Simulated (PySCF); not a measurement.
Delta-SCF ions had no search for a lower state. Excitations are Tamm–Dancoff values on a coarser integration grid. The basis has no diffuse functions, so Rydberg states are missing or too high.

Z-matrix (Å, degrees):
```
C
O 1 1.2809
H 2 0.9779 1 116.27
H 1 1.0896 2 113.19 3 179.99
S 1 1.6723 4 115.67 2 -180.00
H 5 1.3524 1 97.97 4 180.00
```
Charge +1, spin multiplicity 1.

Problem. What is the computed S1 excitation (TDA), S1 oscillator strength, total energy, LUMO, S1–T1 gap (TDA), vertical ionisation energy (Delta-SCF), T1 excitation (TDA) and HOMO (PBE-D3(BJ)/def2-TZVP // TPSSh-D3(BJ)/def2-TZVP (PySCF))?

Solution. 
The S1 excitation (TDA) comes out as 6.21 eV and the S1 oscillator strength is 0.001. The total energy is -13953.59 eV and the LUMO is -9.55 eV. The S1–T1 gap (TDA) comes out as 2.36 eV, the vertical ionisation energy (Delta-SCF) is 17.77 eV and the T1 excitation (TDA) is 3.85 eV. The HOMO is -14.05 eV.
